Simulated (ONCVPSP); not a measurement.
# What one change does to a pseudopotential (nickel (Ni), ONCV)

```
Element                 : nickel (Ni)
Generator               : ONCVPSP 4.0.1
Type                    : optimised norm-conserving Vanderbilt (ONCV)
Functional              : Wu-Cohen
Relativity              : scalar-relativistic
Frozen core             : [Ne]
Valence charge          : 18
Reference configuration : 3s2 3p6 3d8 (charge +2)
Partial waves           : 3s: rc 0.80 bohr, ncon 4, nbas 9, qcut 7.2 1/bohr, 2 projectors, debl 0.5 Ha; 3p: rc 0.70 bohr, ncon 3, nbas 6, qcut 12.3 1/bohr, 2 projectors, debl 3.1 Ha; 3d: rc 1.35 bohr, ncon 5, nbas 9, qcut 11.1 1/bohr, 1 projector
Local potential         : polynomial inside 0.45 bohr (lpopt 4, dvloc0 6 Ha)
Core correction         : Teter function, fcfact 5.75, rcfact 1.25
```

In the s channel the program set the typed energies aside and used -4.796, 0.250 Ha. In the p channel the program set the typed energies aside and used -3.344, 0.250 Ha.

Change: s: qcut 9.9.

Cutoffs: the cutoffs (Ha) at which the residual kinetic energy of the hardest occupied pseudo-wave falls to 1 and 0.1 mHa per electron; they do not see the model core or the augmentation charge, which bear on the density cutoff. Errors are all-electron minus pseudo energies relative to the spin-unpolarised reference configuration.

Task: What does the change do?

Result: The potential gets softer (360 Ha and 452 Ha → 151 Ha and 362 Ha); the errors of the 4 common tests hardly move; neither file shows a bound ghost.

| quantity | base | changed |
| --- | --- | --- |
| cutoff, loose | 360 Ha | 151 Ha |
| cutoff, tight | 452 Ha | 362 Ha |
| loose cutoff by channel | s 360 Ha, p 70 Ha, d 55 Ha | s 151 Ha, p 70 Ha, d 55 Ha |
| bound ghosts | none | none |
| GHOST(+) flags under 300 eV | none | none |
| error for 3s2 3p6 3d8 4s2, meV [ΔE -26.61 eV] | +8.2 | +8.8 |
| error for 3s2 3p6 3d8 4s1, meV [ΔE -17.25 eV] | +3.5 | +3.7 |
| error for 3s2 3p6 3d7, meV [ΔE 37.47 eV] | +9.3 | +9.3 |
| error for 3s2 3p6 3d9 4s1, meV [ΔE -28.21 eV] | -6.6 | -6.6 |
| s: phases at 0.81 bohr within 0.05 rad from the reference energy up to (Ha; the scan ends near 5) | to the end of the scan | to the end of the scan |
| p: phases at 0.71 bohr within 0.05 rad from the reference energy up to (Ha; the scan ends near 5) | to the end of the scan | to the end of the scan |
| d: phases at 1.37 bohr within 0.05 rad from the reference energy up to (Ha; the scan ends near 5) | 1.1 | 1.1 |
| rms error of d²Exc/dni dnj with the model core, mHa | 1.78 | 1.61 |
